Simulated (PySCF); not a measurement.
Species: C5H5F2NO2.
Geometry (PBE0-D3(BJ)/def2-SVP, Å), atoms numbered from 1 in this order:
```
atom  x, y, z in Å
C1     2.8353   -0.5556   -0.3047
O2     1.7442    0.3251   -0.1436
C3     0.5690   -0.0843   -0.5902
C4    -0.5576    0.6438   -0.4430
C5    -0.6052    1.8933    0.2431
N6    -0.6875    2.9020    0.8114
O7    -1.7238    0.1919   -1.0172
C8    -2.6495   -0.3126   -0.1413
F9    -3.7713   -0.4838   -0.8269
F10   -2.2441   -1.5122    0.3126
H11    3.7163   -0.0439    0.0997
H12    2.6752   -1.4931    0.2525
H13    3.0083   -0.7840   -1.3694
H14    0.5065   -1.0434   -1.1188
H15   -2.8239    0.3507    0.7257
```

Computed with PySCF at B3LYP/def2-SVPD, non-relativistic, on one gas-phase PBE0-D3(BJ)/def2-SVP geometry that isn't relaxed in the solvent. The solvent is an IEF-PCM continuum (cavity from Bondi-type radii × 1.2), and excitations are vertical TDDFT with non-equilibrium linear response and a frozen core. Only the electrostatic response of the medium enters.

Gas-phase singlets (H = HOMO, L = LUMO):

```json
{"state": "S1", "E (eV)": "5.404", "λ (nm)": "229", "f": "0.368", "leading configurations": "H→L 88%"}
{"state": "S2", "E (eV)": "5.583", "λ (nm)": "222", "f": "0.039", "leading configurations": "H→L+1 89%"}
{"state": "S3", "E (eV)": "6.416", "λ (nm)": "193", "f": "0.012", "leading configurations": "H→L+2 93%"}
{"state": "S4", "E (eV)": "6.583", "λ (nm)": "188", "f": "0.001", "leading configurations": "H-1→L 77%, H-2→L 20%"}
{"state": "S5", "E (eV)": "6.896", "λ (nm)": "180", "f": "0.006", "leading configurations": "H-2→L 73%, H-1→L 20%"}
```

Problem. What are the lowest 5 singlets in chloroform (ε = 4.711)?

Solution. 
```json
{"state": "S1", "E (eV)": "5.218", "λ (nm)": "238", "f": "0.436", "leading configurations": "H→L 90%", "change by rank (eV)": "-0.186"}
{"state": "S2", "E (eV)": "5.400", "λ (nm)": "230", "f": "0.040", "leading configurations": "H→L+1 92%", "change by rank (eV)": "-0.183"}
{"state": "S3", "E (eV)": "6.642", "λ (nm)": "187", "f": "0.011", "leading configurations": "H→L+2 96%", "change by rank (eV)": "+0.226"}
{"state": "S4", "E (eV)": "6.813", "λ (nm)": "182", "f": "0.002", "leading configurations": "H-1→L 74%, H-2→L 22%", "change by rank (eV)": "+0.230"}
{"state": "S5", "E (eV)": "7.027", "λ (nm)": "176", "f": "0.007", "leading configurations": "H-2→L 55%, H-1→L 22%, H-3→L 9%", "change by rank (eV)": "+0.131"}
```

Problem. The ground-state energy changes by -0.306 eV from gas to chloroform. By how much does the total energy of gas-phase S1 change?

Solution. E(S1) = E(S0) + excitation energy, so it changes by -0.306 − 0.186 = -0.492 eV: it is lowered more than the ground state, which is what a red shift means. This is the vertical state, with the slow part of the continuum still set for S0.

Problem. How do the frontier levels move from gas to chloroform?

Solution. 
```tsv
orbital	gas (eV)	solvent (eV)	change (eV)	Löwdin shares, gas	Löwdin shares, solvent
LUMO+2	0.04	0.46	+0.42	C1 29 %, H12 11 %, H13 11 %, C3 9 %	C1 22 %, C3 14 %, C5 8 %, O2 7 %
LUMO+1	-0.34	-0.36	-0.02	N6 30 %, C5 24 %, C4 9 %, O7 8 %	N6 36 %, C5 30 %, C4 10 %, O7 8 %
LUMO	-1.74	-1.60	+0.14	C3 30 %, C4 18 %, N6 16 %, C5 12 %	C3 31 %, N6 17 %, C4 16 %, C5 14 %
HOMO	-7.22	-7.07	+0.15	C4 25 %, O2 21 %, C3 16 %, N6 13 %	C4 26 %, O2 22 %, C3 15 %, N6 12 %
HOMO-1	-9.64	-9.66	-0.02	O7 36 %, N6 28 %, C5 22 %	O7 50 %, N6 15 %, C5 12 %, C8 6 %
HOMO-2	-9.87	-9.98	-0.11	N6 38 %, C5 28 %, O7 13 %, C4 6 %	N6 42 %, C5 33 %, C4 4 %
HOMO-3	-10.14	-10.04	+0.10	N6 35 %, C5 26 %, O2 11 %, O7 6 %	O2 21 %, N6 17 %, C5 14 %, C1 14 %
```

The HOMO–LUMO gap goes from 5.48 to 5.47 eV. Rows go by rank; for HOMO-3, HOMO-2, HOMO-1 and LUMO+2 the atom shares or the degeneracy differ between the runs, so the row needn't follow one orbital.

Time: 51 s wall; peak memory 1.2 GiB. Hardware: INTEL XEON PLATINUM 8581C at 2.10 GHz, one thread, no GPU, shared host with 64 logical CPUs at a one-minute load of 10. This is the whole response run at B3LYP/def2-SVPD in chloroform, SCF included.
